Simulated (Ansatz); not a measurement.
Born–Oppenheimer molecular dynamics of a periodic cell of 15 atoms, H8SO6 (contents 4 H2O + 1 SO2, density as packed 1.29 g/cm³ with natural masses). It starts from a partly relaxed structure (largest force component 0.27 eV/Å).

The calculation used DFT PBE-D3(BJ), scalar-relativistic, plane waves, PAW (Ansatz 0.2.0). Settings: accuracy low, cutoff 420 eV, k mesh 1x1x1, fermi-dirac smearing 0.02 eV, no spin polarisation.

| Quantity | Value |
| --- | --- |
| ensemble | NVT, Langevin thermostat |
| time step | 0.5 fs |
| steps asked | 300 |
| set temperature | 1000 K |
| friction | 0.02 /fs |
| masses | H 2.014 u |
| seed | 914891 |

First frame:

```xyz
15
Lattice="5.5892 0.0000 0.0000 0.0000 5.5892 0.0000 0.0000 0.0000 5.5892" Properties=species:S:1:pos:R:3
O 4.195 2.692 2.493
H 4.710 3.219 3.143
H 3.594 2.070 3.000
O 2.951 0.796 3.885
H 3.641 0.229 4.268
H 2.263 0.174 3.542
O 0.800 4.373 3.148
H 0.443 4.830 2.355
H 1.216 3.562 2.787
O 1.248 1.790 1.596
H 1.624 2.005 0.721
H 0.278 1.867 1.500
S 3.372 4.406 0.989
O 4.656 5.104 0.898
O 3.075 3.490 -0.109
```

What does the run give?

All steps were run.

| Quantity | Value |
| --- | --- |
| steps done | 300 |
| time covered | 150 fs |
| mean temperature over the second half | 879 K |
| spread of the potential energy over the second half | 12.2 meV per atom |
| mean potential energy of the second half above the start | 112.5 meV per atom |

The mean temperature of the second half is 12 % below the set value. A run of 0.15 ps of so small a system gives no equilibrium averages. Limits of this set-up: coarse k mesh, low accuracy level.

What happens to the structure?

Mean squared displacements from the first frame to the last, about the centre of mass: O 0.10 Å², H 0.39 Å², S 0.03 Å². This is one draw of velocities; another would differ in detail.

How do temperature and energy run in time?


```csv
time (fs),T (K),potential energy less start (eV)
0.0,933,0.000
5.0,566,0.458
10.0,517,0.705
15.0,637,0.603
20.0,563,0.802
25.0,669,0.634
30.0,596,0.779
35.0,482,1.013
40.0,691,0.871
45.0,559,1.170
50.0,531,1.325
55.0,686,1.037
60.0,789,1.232
65.0,891,1.294
70.0,787,1.479
75.0,742,1.822
80.0,808,1.778
85.0,799,1.672
90.0,650,2.056
95.0,667,1.919
100.0,790,1.647
105.0,815,1.716
110.0,896,1.459
115.0,928,1.501
120.0,741,1.575
125.0,705,1.709
130.0,924,1.570
135.0,1044,1.517
140.0,1256,1.430
145.0,1264,1.789
150.0,1058,2.060
```

Run time: 3.5 min on 1 thread of Arm Neoverse V2, with other jobs on the host, peak memory 0.3 GiB.
